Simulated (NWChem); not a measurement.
Species: BiF₃; SMILES [F][Bi]([F])[F]

Computed with NWChem. Structure relaxed at the PBE0/def2-SVP level. No frequency run checked for a minimum. def2 effective core potentials on Bi; no spin-orbit coupling. Ions are spin-unrestricted doublets at the neutral geometry; other ion states weren't tried.

For level PBE/def2-SVP:

```
Property                               Result
-------------------------------------  ------
vertical ionisation energy, ΔSCF (eV)   11.62
−ε(HOMO) (eV)                            8.04
```

Problem. What are these values for level CAM-B3LYP/def2-SVP?

Solution. 
- vertical ionisation energy, ΔSCF (eV): 12.37
- −ε(HOMO) (eV): 11.02
